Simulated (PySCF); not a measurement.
Adding and removing an electron: RbH

RHF-CCSD; Rb x2c-SVPall, H x2c-SVPall; spin-free X2C with a Gaussian nucleus (PySCF 2.14). Neutral (RHF): singlet (closed shell), Re = 2.362 Å, ωe = 899 cm⁻¹, De = 1.49 eV.

RbH⁺ (UHF): doublet (σ ↑), Re = 3.705 Å, ωe = 121 cm⁻¹, De = 0.02 eV to Rb⁺ + H. The energies at the minima are -2979.57064 hartree for RbH and -2979.37064 for RbH⁺.

**Question.** Work out the adiabatic ionisation energy, without and with harmonic zero-point energies (1 hartree = 27.2114 eV, 1 eV = 8065.5 cm⁻¹), and the change of the bond length.

**Answer.** At CCSD: 0.20000 hartree = 5.442 eV between the minima; the zero-point term (121.0 − 899.0)/2 cm⁻¹ = -0.048 eV makes it 5.394 eV. Re changes by +134.3 pm against the neutral. The electron leaves a σ orbital, and the ion is left as a loose complex of an ion and an atom.

Correlated steps freeze 9 core orbitals. Weak bonds: RbH⁺. Basis-set superposition, not corrected here, can be much of De in a small basis, most of all at correlated wavefunction levels. Spin–orbit coupling is left out. For an ion De counts to the pair picked by the measured ionisation energies or electron affinities, which need not be the lowest pair at this level. Where the molecule has an RHF reference, its open-shell atoms are computed with UHF. States were picked by a PBE0 search and need not be the measured ground states.

Neutral and ion stand on different kinds of reference determinant, which adds to the error of the difference.
